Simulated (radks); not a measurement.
Values are calculated unless marked as measured or tabulated.
All-electron atom: the copper ion Cu+ in [Ar] 3d9 4s1 (not the ground configuration). Code: a radial shooting solver on a logarithmic mesh with Libxc functionals. Model: scalar-relativistic Kohn-Sham, LDA (Slater exchange, Perdew-Wang correlation), spin-unpolarised, spherical densities, finite nucleus; Fermi nuclear charge, rms radius 3.8823 fm. Some entries of the table are withheld. Estimate them.

| orbital | occ. | eigenvalue (eV) | <1/r> (bohr^-1) |
|---|---|---|---|
| 1s | 2 | (1) | (2) |
| 2s | 2 | -1075.488 | (3) |
| 2p | 6 | -931.4869 | (4) |
| 3s | 2 | -128.8872 | (5) |
| 3p | 6 | -86.6578 | 1.853 |
| 3d | 9 | -19.2070 | (6) |
| 4s | 1 | -13.9279 | 0.5310 |

Answer. 
(1) 1s eigenvalue (eV): -8847.999
(2) 1s <1/r> (bohr^-1): 29.11
(3) 2s <1/r> (bohr^-1): 6.315
(4) 2p <1/r> (bohr^-1): 6.205
(5) 3s <1/r> (bohr^-1): 2.002
(6) 3d <1/r> (bohr^-1): 1.446
